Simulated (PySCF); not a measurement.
C2H3Cl2FSi, SMILES C=C[Si](F)(Cl)Cl.

Geometry optimised at PBE0-D3(BJ)/def2-SVP. One conformer was computed; it need not be the lowest.

Two levels are set side by side: PBE/def2-TZVP (PySCF) and r2SCAN/def2-TZVP (PySCF). Same geometry, gas phase. Differences are taken from unrounded values.

```json
[
 {"quantity": "orbital gap (eV)", "r2SCAN": "5.70"},
 {"quantity": "highest occupied level (eV)", "r2SCAN": "-7.74"},
 {"quantity": "lowest empty level (eV)", "r2SCAN": "-2.04"},
 {"quantity": "dipole moment (D)", "r2SCAN": "2.29"},
 {"quantity": "mean polarisability (bohr³)", "r2SCAN": "69.2"}
]
```

Question: What does PBE give, and how far is it from r2SCAN? (Estimate from the structure and the level; the computed values follow.)

Answer: 
```
quantity                       PBE  PBE minus r2SCAN
---------------------------  -----  ----------------
orbital gap (eV)              5.26             -0.44
highest occupied level (eV)  -7.48              0.26
lowest empty level (eV)      -2.23             -0.19
dipole moment (D)             2.21             -0.08
mean polarisability (bohr³)   71.1               1.9
```

Rough cost on one machine, each run with all the roots and properties that it gave: r2SCAN against PBE about 3 times.
